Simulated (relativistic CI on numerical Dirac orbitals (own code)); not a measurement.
**Calculated levels, Lu¹⁸⁺**

Method of calculation: Dirac-Coulomb-Breit CI, orbitals from a KLI potential per configuration, a model potential for QED, unscaled Slater integrals (own radial code, finite nucleus).

CI space (outside the closed core [Ar] 3d10 4p6 4d10): 4s²4f⁷, 4s²4f⁶5s, 4s²4f⁵5s², 4s²4f⁶6s, 4f⁹. Levels of other configurations are missing.

| No. | Configuration | Term | J | E (eV) | % | Landé g | jj configuration (%) |
| --- | --- | --- | --- | --- | --- | --- | --- |
| 41 | 4s²4f⁷ | ⁶F° | 3/2 | 14.3553 | 48 | 1.016 | 4f5/2^3 4f7/2^4 (52) |
| 42 | 4s²4f⁷ | ⁶H° | 5/2 | 14.4220 | 27 | 0.789 | 4f5/2^4 4f7/2^3 (41) |
| 43 | 4s²4f⁷ | ⁴K° | 11/2 | 14.5042 | 60 | 0.889 | 4f5/2^4 4f7/2^3 (60) |
| 44 | 4s²4f⁷ | ⁴L° | 19/2 | 14.5137 | 78 | 1.117 | 4f5/2^3 4f7/2^4 (78) |
| 45 | 4s²4f⁷ | ⁶H° | 15/2 | 14.5878 | 64 | 1.270 | 4f5/2^4 4f7/2^3 (44) |
| 46 | 4s²4f⁷ | ⁴D° | 1/2 | 14.7121 | 53 | -0.279 | 4f5/2^3 4f7/2^4 (60) |
| 47 | 4s²4f⁷ | ⁶H° | 9/2 | 14.7453 | 38 | 1.058 | 4f5/2^4 4f7/2^3 (38) |
| 48 | 4s²4f⁷ | ⁶G° | 7/2 | 14.7844 | 28 | 1.037 | 4f5/2^4 4f7/2^3 (38) |
| 49 | 4s²4f⁷ | ⁶H° | 11/2 | 14.8094 | 37 | 1.177 | 4f5/2^4 4f7/2^3 (55) |
| 50 | 4s²4f⁷ | ⁴H° | 9/2 | 15.0416 | 55 | 1.051 | 4f5/2^4 4f7/2^3 (47) |
| 51 | 4s²4f⁷ | ⁴H° | 13/2 | 15.2424 | 28 | 1.187 | 4f5/2^3 4f7/2^4 (44) |
| 52 | 4s²4f⁷ | ⁴L° | 17/2 | 15.2955 | 53 | 1.090 | 4f5/2^3 4f7/2^4 (60) |
| 53 | 4s²4f⁷ | ⁴K° | 15/2 | 15.4277 | 34 | 1.069 | 4f5/2^4 4f7/2^3 (51) |
| 54 | 4s²4f⁷ | ⁴G° | 7/2 | 15.4333 | 26 | 0.999 | 4f5/2^3 4f7/2^4 (43) |
| 55 | 4s²4f⁷ | ⁴H° | 11/2 | 15.5595 | 41 | 1.085 | 4f5/2^3 4f7/2^4 (48) |
| 56 | 4s²4f⁷ | ⁴K° | 13/2 | 15.6286 | 51 | 1.008 | 4f5/2^3 4f7/2^4 (67) |
| 57 | 4s²4f⁷ | ⁴H° | 7/2 | 15.6445 | 40 | 0.887 | 4f5/2^4 4f7/2^3 (35) |
| 58 | 4s²4f⁷ | ²Q° | 23/2 | 15.6502 | 79 | 0.983 | 4f5/2^3 4f7/2^4 (69) |
| 59 | 4s²4f⁷ | ⁴I° | 9/2 | 15.8445 | 26 | 1.009 | 4f5/2^4 4f7/2^3 (53) |
| 60 | 4s²4f⁷ | ⁴G° | 5/2 | 15.8608 | 53 | 0.780 | 4f5/2^3 4f7/2^4 (48) |
| 61 | 4s²4f⁷ | ⁴S° | 3/2 | 15.9173 | 72 | 1.883 | 4f5/2^5 4f7/2^2 (40) |
| 62 | 4s²4f⁷ | ⁴H° | 13/2 | 15.9714 | 48 | 1.181 | 4f5/2^3 4f7/2^4 (46) |
| 63 | 4s²4f⁷ | ⁴G° | 11/2 | 16.0004 | 51 | 1.186 | 4f5/2^3 4f7/2^4 (58) |
| 64 | 4s²4f⁷ | ⁶H° | 9/2 | 16.0262 | 28 | 1.068 | 4f5/2^2 4f7/2^5 (32) |
| 65 | 4s²4f⁷ | ²Q° | 25/2 | 16.1461 | 100 | 1.038 | 4f5/2^3 4f7/2^4 (100) |
| 66 | 4s²4f⁷ | ⁶H° | 5/2 | 16.1545 | 42 | 0.625 | 4f5/2^3 4f7/2^4 (39) |
| 67 | 4s²4f⁷ | ⁴I° | 13/2 | 16.2004 | 57 | 1.097 | 4f5/2^3 4f7/2^4 (38) |
| 68 | 4s²4f⁷ | ⁴I° | 11/2 | 16.2226 | 53 | 1.053 | 4f5/2^4 4f7/2^3 (46) |
| 69 | 4s²4f⁷ | ⁴G° | 9/2 | 16.2513 | 36 | 1.041 | 4f5/2^4 4f7/2^3 (43) |
| 70 | 4s²4f⁷ | ⁴G° | 7/2 | 16.3947 | 68 | 1.009 | 4f5/2^3 4f7/2^4 (56) |
| 71 | 4s²4f⁷ | ⁴I° | 15/2 | 16.6228 | 67 | 1.176 | 4f5/2^3 4f7/2^4 (49) |
| 72 | 4s²4f⁷ | ⁴F° | 3/2 | 16.6424 | 68 | 0.500 | 4f5/2^2 4f7/2^5 (56) |
| 73 | 4s²4f⁷ | ²G° | 9/2 | 16.7425 | 32 | 1.070 | 4f5/2^3 4f7/2^4 (69) |
| 74 | 4s²4f⁷ | ⁴D° | 7/2 | 16.8138 | 36 | 1.197 | 4f5/2^3 4f7/2^4 (42) |
| 75 | 4s²4f⁷ | ⁴I° | 15/2 | 16.8198 | 39 | 1.106 | 4f5/2^4 4f7/2^3 (47) |
| 76 | 4s²4f⁷ | ⁴G° | 5/2 | 16.9304 | 41 | 0.798 | 4f5/2^3 4f7/2^4 (60) |
| 77 | 4s²4f⁷ | ⁴G° | 11/2 | 17.0535 | 40 | 1.200 | 4f5/2^2 4f7/2^5 (58) |
| 78 | 4s²4f⁷ | ⁴M° | 19/2 | 17.0676 | 38 | 1.046 | 4f5/2^4 4f7/2^3 (71) |
| 79 | 4s²4f⁷ | ²N° | 21/2 | 17.1111 | 45 | 1.042 | 4f5/2^4 4f7/2^3 (58) |
| 80 | 4s²4f⁷ | ⁴K° | 13/2 | 17.1601 | 26 | 1.053 | 4f5/2^3 4f7/2^4 (49) |
| 81 | 4s²4f⁷ | ²M° | 17/2 | 17.2018 | 34 | 1.022 | 4f5/2^4 4f7/2^3 (36) |
| 82 | 4s²4f⁷ | ⁴M° | 15/2 | 17.2415 | 44 | 0.947 | 4f5/2^4 4f7/2^3 (54) |
| 83 | 4s²4f⁷ | ⁴D° | 5/2 | 17.2704 | 45 | 1.139 | 4f5/2^5 4f7/2^2 (37) |
| 84 | 4s²4f⁷ | ⁴G° | 7/2 | 17.2783 | 38 | 1.057 | 4f5/2^2 4f7/2^5 (42) |
| 85 | 4s²4f⁷ | ⁴I° | 11/2 | 17.4588 | 37 | 0.949 | 4f5/2^3 4f7/2^4 (55) |

Energies count from the lowest computed level; ° marks odd parity. Filled j subshells are mostly left out of the jj labels.

The mean weight of the leading LS term, summed over parents, in these 45 levels is 47 %, and that of the leading jj configuration (from the same eigenvectors) 51 %.

At this charge energies of transitions that change n are usually good to better than 1 %, and those within a shell (Δn = 0) to a few per cent. Terms inside the open d or f shell come out 10 to 20 % too wide with unscaled integrals.

LS names give the leading component of a level, which can be under half, so a name can repeat, a term be missing and a line seem to break the LS rules.
